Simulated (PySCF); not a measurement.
## Cost of excited-state runs on SMILES [SiH3]c1cc[pH]c1, C4H7PSi

Bonds (- single, = double, # triple, : aromatic): Si1-C2 1.873 Å, C2-C3 1.469 Å, C3=C4 1.351 Å, C4-P5 1.808 Å, P5-C6 1.811 Å, C6=C2 1.358 Å. Si1 carries H7, H8, H9; C3 carries H10; C4 carries H11; P5 carries H12; C6 carries H13.

PySCF with density fitting, on 1 thread of an AMD EPYC 9R45 96-Core, shared host. Command: `OMP_NUM_THREADS=1 python excited_run.py task.json out`

**Question.** How long does each of these runs take, and how much memory?
- excited-state relaxation, CAM-B3LYP/def2-SV(P); state S1; TDA; grid level 1
- excited-state relaxation, CAM-B3LYP/def2-SV(P); state T1; UKS; grid level 1

**Answer.** 
| run | level | basis functions | wall time | peak memory (GiB) |
| --- | --- | --- | --- | --- |
| excited-state relaxation | CAM-B3LYP/def2-SV(P) | 106 | 2.2 min | 0.73 |
| excited-state relaxation | CAM-B3LYP/def2-SV(P) | 106 | 98 s | 0.61 |

Times from a shared host are rough.
